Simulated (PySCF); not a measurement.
Input of a run (PBE0-D3(BJ)/def2-SVP geometry optimisation, gas phase, def2 core potentials past Kr (PySCF 2.14.0)), started from GFN2-xTB:
```
{"job": {"xc": "PBE0", "basis": "def2-SVP", "d3": "d3bj", "grid": 1, "maxiter": 30, "shake": 0.03, "kind": "geom"}, "charge": 0, "multiplicity": 1}
Nb     0.101920    -0.005900    -0.712500
C      0.000800     0.012550     1.254360
H     -0.833880     0.433340     1.870970
H      0.886000    -0.426270     1.883500
Br     2.331830    -0.134690    -1.464010
Br    -1.291530     1.979860    -1.434200
Br    -1.103280    -1.960900    -1.466670
```

Output (energies in Eh, forces in Eh/bohr):
```
step   0  E = -7816.98408157  max force = 0.037892
step   1  E = -7816.99383447  max force = 0.028405
step   2  E = -7816.99547998  max force = 0.009012
step   3  E = -7816.99575762  max force = 0.002583
step   4  E = -7816.99560422  max force = 0.002111
step   5  E = -7816.99572484  max force = 0.001317
step   6  E = -7816.99583222  max force = 0.001399
step   7  E = -7816.99589004  max force = 0.000458
step   8  E = -7816.99588628  max force = 0.000361
step   9  E = -7816.99587872  max force = 0.000303
step  10  E = -7816.99588151  max force = 0.000295
step  11  E = -7816.99588351  max force = 0.000314
optimisation converged
```

Q: Summarise the run.

A: The energy falls by 0.321 eV over 12 energy and gradient evaluations, the largest force component goes from 0.0379 to 3.1e-04 Eh/bohr, and the atoms move by 0.127 Å rms after alignment. The bond that changes most is Nb1–Br6 (ends: niobium bonded to 3 Br and C; bromine bonded to Nb), which shortens by 0.113 Å. Bonds longer at the end by more than 0.005 Å: 2 of 6; shorter: 4. Among the angles that change most is Nb1–C2–H3, from 126.3° to 118.3°. The energy rose by more than 1e-6 Eh at steps 4, 8 and 9. The first step brought 83 % of the lowering.

Q: What are the final bond lengths?

A: Nb1–C2 1.877 Å, Nb1–Br5 2.413 Å, Nb1–Br6 2.418 Å, Nb1–Br7 2.446 Å, C2–H3 1.102 Å, C2–H4 1.099 Å. Numbering counts from 1 in the input's order; the species is Nb(CH2)Br3 (`[CH2]=[Nb]([Br])([Br])[Br]`).

The run used 151 basis functions and 94 SCF cycles in all. The run took 3.5 min wall on one thread of an Arm Neoverse V2, no GPU, on a shared host, and the process peaked at 0.73 GiB of memory.

No PBE0-D3(BJ)/def2-SVP frequencies stand behind this structure, so it isn't proved a minimum.
